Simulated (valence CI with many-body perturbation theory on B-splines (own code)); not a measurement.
Cu¹⁶⁺: calculated level list

Method: valence CI with perturbative core correlation (CI+MBPT): three valence electrons over a frozen Dirac-Fock core [Ne], radial functions for each j: 11 s, 11 p, 10 d, 8 f, 5 g, 2 h, with the one-electron correlation potential Σ1 (screened to all orders), the two-electron term Σ2, the three-electron term Σ3, Breit, model QED; selected single and double excitations, second order for the rest, scaled by the run's own slope (own B-spline code, finite nucleus).

No measured levels were compared; by estimate levels of excited configurations hold to 0.05 to 0.15 % of their energy, terms of the ground configuration to about 0.5 %.

Levels 91 to 135 of 158, with energies above the lowest level, 3s2.3p 2P°_1/2. "Leading %" is the weight of the configuration and term that name the level; weights of strongly mixed levels are sums over their largest components and can fall short. In the jj column 3d3/2^4 stands for four electrons in 3d with j = 3/2. Lifetimes count E1, E2, E3, M1 and M2 decay at the calculated energies, and are blank where another channel may lead or the interval is too uncertain; long ones can be off by a factor of two.

| No. | Configuration | Term | J | E (cm⁻¹) | Leading % | Leading jj | Lifetime |
| --- | --- | --- | --- | --- | --- | --- | --- |
| 91 | 3p.3d2 | 2F° | 7/2 | 1711100 | 86 | 3p1/2 3d5/2^2 (37 %) | 32.8 ps |
| 92 | 3p.3d2 | 2D° | 5/2 | 1714800 | 40 | 3p3/2 3d5/2^2 (29 %) | 29.3 ps |
| 93 | 3p.3d2 | 4D° | 1/2 | 1718400 | 76 | 3p1/2 3d3/2 3d5/2 (70 %) | 24.8 ps |
| 94 | 3p.3d2 | 2S° | 1/2 | 1721400 | 56 | 3p1/2 3d3/2^2 (40 %) | 18.3 ps |
| 95 | 3p.3d2 | 4D° | 3/2 | 1727200 | 74 | 3p1/2 3d3/2 3d5/2 (34 %) | 23.4 ps |
| 96 | 3p.3d2 | 4F° | 3/2 | 1729700 | 76 | 3p1/2 3d3/2^2 (37 %) | 15.0 ps |
| 97 | 3p.3d2 | 4F° | 5/2 | 1731900 | 81 | 3p1/2 3d3/2 3d5/2 (41 %) | 14.7 ps |
| 98 | 3p.3d2 | 4F° | 7/2 | 1732500 | 58 | 3p1/2 3d3/2 3d5/2 (32 %) | 17.2 ps |
| 99 | 3p.3d2 | 2G° | 9/2 | 1734300 | 52 | 3p1/2 3d3/2 3d5/2 (62 %) | 21.2 ps |
| 100 | 3p.3d2 | 4D° | 5/2 | 1738300 | 71 | 3p3/2 3d3/2 3d5/2 (43 %) | 25.0 ps |
| 101 | 3p.3d2 | 2G° | 7/2 | 1743300 | 73 | 3p3/2 3d3/2 3d5/2 (52 %) | 22.9 ps |
| 102 | 3p.3d2 | 4F° | 9/2 | 1746300 | 66 | 3p3/2 3d5/2^2 (48 %) | 18.4 ps |
| 103 | 3p.3d2 | 4D° | 7/2 | 1746700 | 56 | 3p3/2 3d3/2 3d5/2 (58 %) | 20.3 ps |
| 104 | 3p.3d2 | 4P° | 3/2 | 1749400 | 90 | 3p1/2 3d3/2 3d5/2 (27 %) | 20.4 ps |
| 105 | 3p.3d2 | 4P° | 1/2 | 1755500 | 68 | 3p3/2 3d3/2 3d5/2 (62 %) | 18.3 ps |
| 106 | 3p.3d2 | 4P° | 5/2 | 1762200 | 86 | 3p3/2 3d3/2 3d5/2 (65 %) | 19.7 ps |
| 107 | 3p.3d2 | 2H° | 9/2 | 1767700 | 62 | 3p3/2 3d5/2^2 (46 %) | 31.7 ps |
| 108 | 3p.3d2 | 4D° | 3/2 | 1775500 | 86 | 3p3/2 3d3/2^2 (48 %) | 10.8 ps |
| 109 | 3p.3d2 | 4D° | 7/2 | 1776400 | 94 | 3p3/2 3d3/2 3d5/2 (37 %) | 11.2 ps |
| 110 | 3p.3d2 | 4D° | 5/2 | 1776400 | 87 | 3p3/2 3d3/2 3d5/2 (57 %) | 11.3 ps |
| 111 | 3p.3d2 | 4D° | 1/2 | 1776600 | 96 | 3p3/2 3d3/2^2 (70 %) | 10.8 ps |
| 112 | 3p.3d2 | 2H° | 11/2 | 1782800 | 99 | 3p3/2 3d3/2 3d5/2 (78 %) | 43.9 ps |
| 113 | 3p.3d2 | 2P° | 3/2 | 1788000 | 83 | 3p3/2 3d3/2 3d5/2 (38 %) | 10.9 ps |
| 114 | 3p.3d2 | 2P° | 1/2 | 1800900 | 95 | 3p3/2 3d5/2^2 (58 %) | 11.3 ps |
| 115 | 3p.3d2 | 4S° | 3/2 | 1813500 | 94 | 3p3/2 3d3/2 3d5/2 (44 %) | 8.09 ps |
| 116 | 3p.3d2 | 2F° | 5/2 | 1819700 | 90 | 3p3/2 3d3/2 3d5/2 (41 %) | 13.0 ps |
| 117 | 3p.3d2 | 2F° | 7/2 | 1825400 | 96 | 3p3/2 3d3/2 3d5/2 (45 %) | 16.1 ps |
| 118 | 3p.3d2 | 2D° | 3/2 | 1838300 | 88 | 3p3/2 3d3/2 3d5/2 (48 %) | 11.1 ps |
| 119 | 3p.3d2 | 2P° | 1/2 | 1847400 | 98 | 3p1/2 3d3/2^2 (31 %) | 18.9 ps |
| 120 | 3p.3d2 | 2D° | 5/2 | 1847700 | 89 | 3p3/2 3d5/2^2 (50 %) | 11.1 ps |
| 121 | 3p.3d2 | 2F° | 7/2 | 1861100 | 69 | 3p1/2 3d3/2 3d5/2 (46 %) | 11.6 ps |
| 122 | 3p.3d2 | 2P° | 3/2 | 1869500 | 94 | 3p3/2 3d5/2^2 (74 %) | 19.0 ps |
| 123 | 3p.3d2 | 2F° | 5/2 | 1874100 | 97 | 3p3/2 3d3/2 3d5/2 (73 %) | 13.6 ps |
| 124 | 3p.3d2 | 2G° | 9/2 | 1875400 | 98 | 3p3/2 3d3/2 3d5/2 (63 %) | 11.4 ps |
| 125 | 3p.3d2 | 2G° | 7/2 | 1882500 | 70 | 3p3/2 3d3/2 3d5/2 (44 %) | 11.8 ps |
| 126 | 3p.3d2 | 2D° | 5/2 | 1918800 | 96 | 3p3/2 3d3/2 3d5/2 (37 %) | 9.74 ps |
| 127 | 3p.3d2 | 2D° | 3/2 | 1919600 | 93 | 3p3/2 3d3/2 3d5/2 (45 %) | 9.36 ps |
| 128 | 3p.3d2 | 2P° | 1/2 | 1942300 | 97 | 3p3/2 3d3/2 3d5/2 (56 %) | 8.08 ps |
| 129 | 3p.3d2 | 2P° | 3/2 | 1946700 | 93 | 3p3/2 3d5/2^2 (42 %) | 8.04 ps |
| 130 | 3s2.4s | 2S | 1/2 | 2016200 | 96 | 3s^2 4s (96 %) | 1.89 ps |
| 131 | 3s2.4p | 2P° | 1/2 | 2156200 | 95 | 3s^2 4p1/2 (95 %) | 7.41 ps |
| 132 | 3s2.4p | 2P° | 3/2 | 2168300 | 94 | 3s^2 4p3/2 (94 %) | 7.55 ps |
| 133 | 3d3 | 4F | 3/2 | 2244000 | 99 | 3d3/2^3 (39 %) | 11.3 ps |
| 134 | 3d3 | 4F | 5/2 | 2245800 | 99 | 3d3/2^2 3d5/2 (78 %) | 11.5 ps |
| 135 | 3d3 | 4F | 7/2 | 2248000 | 99 | 3d3/2 3d5/2^2 (75 %) | 11.8 ps |

Names give the largest LS component (configuration and term), which can be under half, so a name can repeat, a term be missing and a line seem to break the LS rules; names also repeat where a configuration has a term twice.

Where two levels of one J and parity lie close, their mixing, g and order are uncertain.
